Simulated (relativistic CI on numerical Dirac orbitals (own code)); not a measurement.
Xe3+: q coefficients and field-shift factors

Computed by Dirac-Coulomb-Breit CI, KLI orbitals optimised for each configuration, valence Slater integrals scaled by 0.85, P86 correlation energy added to each configuration, derivatives by finite differences, QED left out (own radial code, finite nucleus).

Configurations in the expansion (outside the closed core [Kr] 4d10): 5s2.5p3, 5s.5p4, 5s2.5p2.5d, 5p5, 5s2.5p2.5f, 5s.5p3.5d, 5s2.5p2.6s, 5s2.5p.5d2, 5s2.5d3, 5s2.5d2.5f, 5s.5p.5d3, 5s2.5d2.6s. The list is cut by size and lacks configurations that can hold low levels.

With x = (α/α₀)² − 1 an excitation energy changes as ω = ω₀ + qx; K = 2q/ω₀ is the relative enhancement. Terms are leading LS components, so labels can repeat. The field-shift factor is F = δν/δ⟨r²⟩ for the transition from the lowest level.

Lowest level 5s2.5p3 4S°_3/2.

| Level | ω₀ (cm⁻¹) | q (cm⁻¹) | F (GHz/fm²) |
| --- | --- | --- | --- |
| 5s2.5p3 2D°_3/2 | 14255.5 | 2122 | -0.0147 |
| 5s2.5p3 2D°_5/2 | 18803.9 | 7112 | -0.125 |
| 5s2.5p3 2P°_1/2 | 27742.2 | 7434 | -0.478 |
| 5s2.5p3 2P°_3/2 | 35416.5 | 19640 | -0.92 |
| 5s.5p4 4P_5/2 | 104103.9 | 15690 | -21.1 |
| 5s.5p4 4P_3/2 | 111198.9 | 23500 | -21.1 |
| 5s.5p4 4P_1/2 | 113555.6 | 24660 | -21.1 |
| 5s.5p4 2D_3/2 | 128831.4 | 15540 | -14.7 |
| 5s.5p4 2D_5/2 | 132215.5 | 22830 | -16.8 |
| 5s2.5p2.5d 4F_3/2 | 140754.4 | 5710 | -2.82 |
| 5s2.5p2.5d 4F_3/2 | 142742.2 | 8995 | -1.81 |
| 5s2.5p2.5d 4F_5/2 | 143988.9 | 1592 | 2 |
| 5s2.5p2.5d 2P_1/2 | 144387.8 | 14160 | -7.6 |

Correlation outside the listed configurations is missing or only estimated: errors of thousands of cm⁻¹ between configurations and terms are usual at this charge. Rates and lifetimes follow the computed energies and can be off by large factors. The fine structure of a lone outer electron comes out too small, for d and f at times inverted, and misplaced configurations move strength between like terms.

Task: Which transition from the lowest level has the largest |K|?

Result: 5s2.5p3 2P°_3/2 at 35416.5 cm⁻¹, K = 1.11.
